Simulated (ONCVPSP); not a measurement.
**Potentials for Ar compared**

Generated with ld1.x 7.5 (TM, RRKJ, ultrasoft, PAW), atompaw 4.2 or ONCVPSP 4.0.1. The cutoff is in Ry: for ld1.x and atompaw files where the sum of valence levels is converged to 10 mRy in a Bessel basis, for ONCV files where the hardest occupied wave has 1 mHa per electron of residual kinetic energy. The error is the largest all-electron minus pseudo excitation energy over each file’s own four to seven test configurations (ionisations up to +4, promotions, holes and added fractions of an electron), all of which were solved. The labels leave out finer settings (local radius, basis sizes, second energies), which also bear on the numbers. Spin-polarised tests are not counted. The rows are a selection from randomly drawn settings: files with unsolved tests, undetermined cutoffs or missed reference levels are left out.

A true bound ghost makes a file unfit for plane-wave use even where its test errors are small: the radial tests pick states by their node count and pass the ghost by.

```tsv
potential	cutoff (Ry)	largest error (meV)	bound ghosts
ONCV, PBE, scalar-relativistic, rc 0.80/0.55 (sp), local smoothed, core correction yes, reference 2s2 2p6 3s2 3p4, qcut 15.8/24.1, projectors 2/2	495	+2.2	none
ONCV, PBE, scalar-relativistic, rc 0.70/0.60/0.75 (spd), local smoothed, core correction yes, reference 2s2 2p6 3s2 3p6, qcut 15.1/25.3/14, projectors 2/2/1	483	+370	none
ONCV, PW91, scalar-relativistic, rc 0.60/0.55/0.45 (spd), local smoothed, core correction yes, reference 2s2 2p6 3s2 3p4, qcut 21.1/31.5/23.7, projectors 2/2/2	654	-244	none
ONCV, PBEsol, non-relativistic, rc 0.70/0.65 (sp), local smoothed, core correction yes, reference 2s2 2p6 3s2 3p5.5, qcut 15/24.1, projectors 2/2	431	+547	none
ONCV, PW91, scalar-relativistic, rc 1.05/1.05 (sp), local s, core correction no, reference 3s2 3p4, qcut 5.1/6.8, projectors 0/3	190	+19	p
ONCV, PBE, scalar-relativistic, rc 1.00/1.25 (sp), local smoothed, core correction yes, reference 3s2 3p4, qcut 5.5/7.5, projectors 3/2	63	+19	s
ONCV, PBE, scalar-relativistic, rc 0.95/1.10/0.90 (spd), local d, core correction yes, reference 3s2 3p5.5, qcut 6.3/7.2/11.6, projectors 2/2/0	596	+109	s
```

(1) Fill in the row for Ar: ONCV, PBE, scalar-relativistic, rc 0.75/0.65/0.55 (spd), local d, core correction yes, reference 2s2 2p6 3s2 3p4, qcut 12/22.5/19.8, projectors 2/2/0.

## Answers

(1) cutoff 402 Ry, largest error +2.2 meV, bound ghosts: none.
